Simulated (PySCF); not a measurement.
GeH$_{3}$O$_{2}$Si, BGeH$_{4}$NO, C$_{2}$H$_{6}$GeO, AlBGeH$_{5}$O and others (calculated)

All values are calculated (PySCF 2.14.0). Calculation on a computer-drawn molecule: optimised geometry and harmonic frequencies of an isolated molecule of the commonest isotopes, restricted reference for singlets and unrestricted otherwise, frozen core in MP2; on germanium a core potential holds 10 electrons, which the energies leave out, and 3d is frozen in MP2 and coupled-cluster steps.

Common to all runs: multiplicity 1; basis and core potential on germanium cc-pVDZ-PP ECP10MDF.

(1) GeH$_{3}$O$_{2}$Si

Start structure:
```xyz
7
GeH3O2Si
O     -0.9186     1.0005     1.8354
Si    -0.1843    -0.1826     2.4130
Ge     0.3532    -1.9451     0.7328
O     -0.3874    -3.1546     1.6420
H      0.3599    -0.7586     3.6432
H      0.5838    -2.4956    -0.7484
H     -0.6391    -4.0934     1.4197
```

- charge: 1
- method: HF
- basis: cc-pV(D+d)Z
- rotational constants: 10.19, 1.872, 1.759 GHz
- total energy: -733.5077 hartree
- convergence status largest gradient component: 7.765e-06 hartree/bohr

Drawn bonds:
```csv
atom,other atom,order
1,2,2
2,3,1
3,4,1
2,5,1
3,6,1
4,7,1
```

Optimised structure:
```xyz
7
GeH3O2Si
O     -0.8768     0.7406     1.6132
Si    -0.0441    -0.1647     2.4506
Ge     0.1499    -2.0783     0.9819
O     -0.5363    -3.5282     1.5734
H      0.5770    -0.1910     3.7722
H      0.5712    -2.1144    -0.4749
H     -0.6735    -4.2934     1.0213
```

Modes:
```csv
frequency (cm⁻¹),reduced mass (dalton)
27.93,6.54
99.75,6.612
159.7,5.878
376,4.308
456.8,1.289
567.7,1.248
583.6,1.155
733.6,1.089
820.6,1.086
849.9,8.184
922.8,1.177
1343,14.92
2312,1.022
2437,1.05
4067,1.068
```

(2) BGeH$_{4}$NO

Start structure:
```xyz
8
BGeH4NO
O     -1.4763    -1.7198     2.1306
B     -0.6454    -0.9203     1.6129
N     -0.5461     0.4324     2.1488
Ge     0.5084     1.9418     1.9004
H     -1.5693    -2.6189     1.6936
H      0.1091    -1.2070     0.7629
H     -1.1810     0.5998     2.9311
H      1.3091     1.1619     0.6233
```

* charge: 0
* method: HF
* basis: cc-pVDZ
* rotational constants: 41.88, 1.659, 1.596 GHz
* total energy: -449.7993 hartree
* convergence status largest gradient component: 6.542e-06 hartree/bohr

Drawn bonds:
```csv
atom,other atom,order
1,2,1
2,3,1
3,4,1
1,5,1
2,6,1
3,7,1
4,8,1
```

Optimised structure:
```xyz
8
BGeH4NO
O     -1.5331    -1.7515     2.1260
B     -0.6224    -0.8674     1.6314
N     -0.5552     0.4360     2.2057
Ge     0.5227     1.8779     1.8151
H     -1.5153    -2.5902     1.6938
H      0.1115    -1.1735     0.7303
H     -1.2133     0.5856     2.9523
H      1.3136     1.1529     0.6490
```

Modes:
```csv
frequency (cm⁻¹),reduced mass (dalton)
113.7,6.304
229.3,4.056
349,1.192
365.2,10.25
562.7,1.126
724.9,2.121
823.4,1.181
875.2,1.347
1013,1.512
1050,1.317
1172,1.412
1251,3.393
1337,1.415
1515,2.746
2000,1.022
2701,1.095
3766,1.075
4191,1.067
```

(3) C$_{2}$H$_{6}$GeO

Start structure:
```xyz
10
C2H6GeO
O     -0.4810     0.3679    -0.1090
C      0.5684    -0.3036    -0.7764
C      0.0254    -1.5919    -1.4794
Ge    -0.5062    -3.0959    -0.2712
H     -0.8667    -0.2038     0.4403
H      0.9771     0.4107    -1.5473
H      1.3645    -0.5829    -0.1042
H      0.7915    -1.9400    -2.1945
H     -0.8356    -1.2389    -2.1188
H     -1.2640    -2.1406     0.8485
```

- charge: 0
- method: HF
- basis: cc-pVDZ
- rotational constants: 9.491, 3.319, 2.647 GHz
- total energy: -447.4358 hartree
- convergence status largest gradient component: 3.135e-05 hartree/bohr

Drawn bonds:
```csv
atom,other atom,order
1,2,1
2,3,1
3,4,1
1,5,1
2,6,1
2,7,1
3,8,1
3,9,1
4,10,1
```

Optimised structure:
```xyz
10
C2H6GeO
O     -0.7659    -0.0835    -0.0592
C      0.4178    -0.3700    -0.8178
C      0.0357    -1.6027    -1.6185
Ge    -1.3862    -2.3553    -0.3611
H     -0.5900     0.4685     0.6894
H      0.6801     0.5042    -1.4188
H      1.2392    -0.5878    -0.1328
H      0.8893    -2.2571    -1.8037
H     -0.4090    -1.3327    -2.5788
H     -0.3375    -2.7025     0.7893
```

Modes:
```csv
frequency (cm⁻¹),reduced mass (dalton)
147,4.221
204.7,2.271
374.8,1.321
457.5,2.804
542.2,1.175
624.7,1.394
706.7,1.653
857.3,1.219
983.2,1.965
1034,1.371
1112,4.064
1181,1.3
1273,1.345
1356,1.298
1372,1.131
1523,1.312
1567,1.128
1626,1.106
1940,1.021
3183,1.058
3203,1.062
3235,1.109
3261,1.107
4141,1.067
```

(4) AlBGeH$_{5}$O

Start structure:
```xyz
9
AlBGeH5O
O      0.0922    -2.6799    -1.6350
B     -0.5345    -1.6479    -1.5058
Ge    -1.6460     0.0663    -1.3417
Al    -3.1083     1.4831    -2.8420
H      0.6210    -3.4909    -1.7038
H     -0.5189     1.0495    -1.4969
H     -1.6728     0.0400     0.1818
H     -2.2291     2.7347    -3.1698
H     -4.5116     1.2238    -3.2206
```

- charge: 1
- method: HF
- basis: cc-pV(D+d)Z
- rotational constants: 5.41, 1.646, 1.282 GHz
- total energy: -637.5389 hartree
- convergence status largest gradient component: 7.223e-06 hartree/bohr

Drawn bonds:
```csv
atom,other atom,order
1,2,1
2,3,1
3,4,1
1,5,1
3,6,1
3,7,1
4,8,1
4,9,1
```

Optimised structure:
```xyz
9
AlBGeH5O
O     -0.5110    -2.7235    -1.9478
B     -0.7131    -1.5346    -1.6380
Ge    -1.1678     0.5075    -1.2205
Al    -2.9993     1.3661    -2.7920
H      0.0526    -3.4380    -1.6633
H      0.2455     1.0736    -1.3636
H     -1.4906     0.3537     0.2663
H     -3.3925     2.8564    -2.5526
H     -3.5317     0.3174    -3.8223
```

Modes:
```csv
frequency (cm⁻¹),reduced mass (dalton)
69.54,5.864
76.65,1.039
148.2,1.097
239.4,2.004
290,5.085
296.6,4.237
338.3,1.448
343,5.972
447,1.167
526,1.494
590.5,1.178
710,1.163
715.7,1.102
792.6,1.075
938.4,1.024
1768,9.238
2055,1.023
2089,1.063
2235,1.016
2236,1.024
4058,1.073
```

(5) BClGeH$_{3}$O

Start structure:
```xyz
7
BClGeH3O
O     -1.2766     1.1431    -1.2519
B     -2.1230     0.7782    -0.3615
Cl    -2.7229     1.5517     1.1643
Ge    -3.4647    -0.5568     0.2609
H     -0.7067     1.9257    -1.3054
H     -4.9423    -0.3738     0.2175
H     -3.2031    -1.4651     1.4554
```

* charge: 1
* method: HF
* basis: cc-pV(D+d)Z
* rotational constants: 6.04, 1.764, 1.39 GHz
* total energy: -853.9930 hartree
* convergence status largest gradient component: 1.351e-05 hartree/bohr

Drawn bonds:
```csv
atom,other atom,order
1,2,1
2,3,1
2,4,1
1,5,1
4,6,1
4,7,1
```

Optimised structure:
```xyz
7
BClGeH3O
O     -1.5041     0.9391    -1.0963
B     -2.2165     1.0528     0.0016
Cl    -2.2259     2.3369     1.1671
Ge    -3.5182    -0.5693     0.3654
H     -0.8971     1.6420    -1.3138
H     -4.9534    -0.6122    -0.1274
H     -3.1240    -1.7862     1.1827
```

Modes:
```csv
frequency (cm⁻¹),reduced mass (dalton)
96.94,1.042
118.2,9.405
267.9,8.284
320.1,1.574
478,6.012
585.5,1.888
654.1,1.141
667.6,1.264
852.8,2.976
963.9,1.111
1150,1.533
1499,10.43
2304,1.016
2322,1.026
4048,1.066
```

(6) BClGeH$_{3}$O

Start structure:
```xyz
7
BClGeH3O
O     -1.5041     0.9391    -1.0963
B     -2.2165     1.0528     0.0016
Cl    -2.2259     2.3369     1.1671
Ge    -3.5182    -0.5693     0.3654
H     -0.8971     1.6420    -1.3138
H     -4.9534    -0.6122    -0.1274
H     -3.1240    -1.7862     1.1827
```

* charge: 1
* method: MP2
* basis: cc-pV(D+d)Z
* rotational constants: 5.74, 1.835, 1.416 GHz
* total energy: -854.4696 hartree
* convergence status largest gradient component: 3.068e-05 hartree/bohr

Drawn bonds:
```csv
atom,other atom,order
1,2,1
2,3,1
2,4,1
1,5,1
4,6,1
4,7,1
```

Optimised structure:
```xyz
7
BClGeH3O
O     -1.4695     0.9408    -1.1427
B     -2.2054     1.0285    -0.0353
Cl    -2.2740     2.2702     1.1737
Ge    -3.5090    -0.5713     0.3514
H     -0.8716     1.6962    -1.3015
H     -4.9713    -0.5919    -0.0896
H     -3.1384    -1.7694     1.2233
```

Modes:
```csv
frequency (cm⁻¹),reduced mass (dalton)
83.19,9.128
104.2,1.041
262.2,8.11
303.1,1.562
468.7,5.87
554.7,2.118
618.2,1.142
650.6,1.183
822.8,2.701
915.3,1.114
1087,1.656
1444,9.855
2234,1.016
2261,1.026
3751,1.066
```

(7) AlBGeH$_{4}$O

Start structure:
```xyz
8
AlBGeH4O
O     -1.3125     1.8412     0.6775
B     -1.5758     0.5710     0.8780
Al    -0.3864    -0.3328    -0.6054
Ge    -2.9620     0.3621     2.4162
H     -0.7331     2.1233    -0.0799
H     -0.1337    -1.7917    -1.1355
H      0.2347     0.9234    -1.4206
H     -4.1222     0.0628     1.2660
```

- charge: 0
- method: HF
- basis: cc-pV(D+d)Z
- rotational constants: 5.124, 1.583, 1.224 GHz
- total energy: -637.1459 hartree
- convergence status largest gradient component: 5.05e-06 hartree/bohr

Drawn bonds:
```csv
atom,other atom,order
1,2,1
2,3,1
2,4,1
1,5,1
3,6,1
3,7,1
4,8,1
```

Optimised structure:
```xyz
8
AlBGeH4O
O     -1.3850     2.2519     0.8990
B     -1.5195     0.9010     0.8070
Al    -0.4402    -0.2932    -0.7048
Ge    -2.7882    -0.1118     2.1743
H     -0.7986     2.6406     0.2669
H     -0.5300    -1.8784    -0.7198
H      0.4378     0.4064    -1.8353
H     -3.9673    -0.1573     1.1091
```

Modes:
```csv
frequency (cm⁻¹),reduced mass (dalton)
79.8,5.295
108.5,1.065
182.4,3.383
258.9,1.405
292.2,1.518
318.8,4.119
435.3,2.264
502.4,1.129
657.1,1.426
673.3,2.359
708,1.339
845.4,1.074
1192,1.232
1308,9.419
1935,1.044
1958,1.04
1971,1.021
4135,1.067
```

(8) BGeH$_{5}$OSi

Start structure:
```xyz
9
BGeH5OSi
O     -0.0154     2.5034    -0.8310
B      0.1253     1.7571     0.2839
Si    -1.3834     2.0309     1.5487
Ge     1.6191     0.4039     0.9204
H      0.6828     2.4296    -1.5043
H     -2.0703     0.7032     2.0530
H     -0.9889     2.6562     2.7889
H     -2.5397     2.7842     1.0246
H      0.7141    -0.7288     0.1451
```

- charge: 0
- method: HF
- basis: cc-pV(D+d)Z
- rotational constants: 5.019, 1.628, 1.263 GHz
- total energy: -684.7630 hartree
- convergence status largest gradient component: 3.79e-06 hartree/bohr

Drawn bonds:
```csv
atom,other atom,order
1,2,1
2,3,1
2,4,1
1,5,1
3,6,1
3,7,1
3,8,1
4,9,1
```

Optimised structure:
```xyz
9
BGeH5OSi
O      0.2628     2.7531    -0.6311
B      0.1449     1.7717     0.2968
Si    -1.4360     2.0005     1.6170
Ge     1.3590     0.0605     0.6599
H      0.9818     2.6560    -1.2369
H     -1.4771     0.8815     2.5988
H     -1.3113     3.2661     2.3850
H     -2.7289     2.0082     0.8866
H      0.3484    -0.8578    -0.1468
```

Modes:
```csv
frequency (cm⁻¹),reduced mass (dalton)
75.94,1.058
90.3,5.495
230.6,4.874
264.5,1.039
290.2,2.184
349.8,4.66
469.4,1.065
546.4,1.949
666.3,1.137
717.5,1.779
742.2,2.31
988.1,1.12
1020,1.039
1028,1.035
1184,1.216
1335,11.21
1991,1.021
2266,1.044
2289,1.044
2293,1.032
4150,1.067
```
